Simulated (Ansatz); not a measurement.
`[GeH3][CH]1[SiH2][SiH2]1`, charge 0, multiplicity 1.

(1) Give a relaxed structure at PBE0-D4/def2-TZVP (Ansatz 0.2.0). (Best estimate.)

Answers

(1) Ansatz gave: 
Cartesian coordinates in Å:
```
Ge 0.800 0.717 1.434
C -0.365 -0.404 0.359
Si 0.346 -1.162 -1.226
Si -1.264 0.393 -1.107
H -0.024 1.601 2.389
H 1.776 -0.145 2.258
H 1.614 1.627 0.496
H -0.959 -1.068 0.985
H 0.015 -2.585 -1.477
H 1.763 -0.841 -1.521
H -1.012 1.839 -1.315
H -2.690 0.029 -1.276
```
Point group Cs.
This is one stationary point; other conformers may exist.
